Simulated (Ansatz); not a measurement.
`FCCC(F)(F)F` → `[CH2]C(F)(F)F`• + `[CH2]F`•  (homolysis of the C–C bond)

Computed with Ansatz on PBE0-D4/def2-TZVP structures; ΔE is electronic, products minus reactants. CCSD(T)/CBS adds triple-zeta CCSD(T) − MP2 to the extrapolated MP2 energy (def2 sets, frozen cores). This one scheme is used for every species. DFT in def2-TZVPP. B3LYP here is the variant with VWN-RPA as its local correlation; programs differ in this. HSE06 is defined as in plane-wave codes. Open shells (•) are unrestricted, without spin–orbit coupling. Each species was taken in one conformer, which may not be the lowest.

`FCCC(F)(F)F`:

Z-matrix (Å, degrees):
```
C
C 1 1.513
F 1 1.380 2 108.5
H 1 1.093 2 111.4 3 -118.9
H 1 1.093 2 111.4 3 118.9
C 2 1.504 1 112.6 3 -179.8
H 2 1.092 1 110.2 3 59.9
H 2 1.092 1 110.1 3 -59.5
F 6 1.337 2 111.3 1 -179.9
F 6 1.342 2 111.9 1 -59.9
F 6 1.342 2 111.9 1 60.1
```

`[CH2]C(F)(F)F`•:

```xyz
7

C     0.727    0.408   -0.359
C    -0.450   -0.282    0.204
F    -1.052    0.449    1.163
F    -0.118   -1.453    0.764
F    -1.377   -0.526   -0.732
H     1.684    0.291    0.126
H     0.585    1.112   -1.165
```

`[CH2]F`•:

Z-matrix (Å, degrees):
```
C
F 1 1.331
H 1 1.082 2 115.1
H 1 1.082 2 115.1 3 -155.6
```

| level | ΔE (kJ/mol) | difference from CCSD(T)/CBS |
| --- | --- | --- |
| revPBE-D4 | 390.0 | -29.3 |
| r2SCAN0-D4 | 380.0 | -39.3 |
| HSE06-D4 | 402.2 | -17.1 |
| CAM-B3LYP-D4 | 398.9 | -20.4 |
| B2PLYP | 396.0 | -23.3 |
| PBE | 395.1 | -24.2 |
| revPBE | 368.7 | -50.6 |
| B3LYP | 379.8 | -39.5 |
| HSE06 | 396.8 | -22.5 |
| CAM-B3LYP | 393.0 | -26.3 |
| LC-ωPBE | 393.9 | -25.4 |
| RPA@PBE/def2-TZVPP | 405.0 | -14.3 |
| CCSD(T)/def2-SVP | 413.8 | -5.5 |
| CCSD/def2-TZVPP | 400.9 | -18.4 |
| CCSD(T)/def2-TZVPP | 410.9 | -8.4 |
| SCS-MP2/def2-QZVPP | 429.1 | 9.8 |
| CCSD(T)/CBS | 419.3 | 0 |

Largest T1 diagnostic among the species: 0.015.

At CCSD(T), def2-SVP lies −5.5 kJ/mol from the extrapolated value and def2-TZVPP −8.4 kJ/mol. In def2-TZVPP, CCSD(T) changes the Hartree–Fock value by +122.3 kJ/mol (the triples alone add +9.9 kJ/mol) and MP2 by +139.8 kJ/mol; breaking electron pairs costs correlation energy, which Hartree–Fock lacks.

CCSD(T)/CBS has its own doubt, a few kJ/mol and more with outer-core shells, so smaller differences from it don't rank the levels.
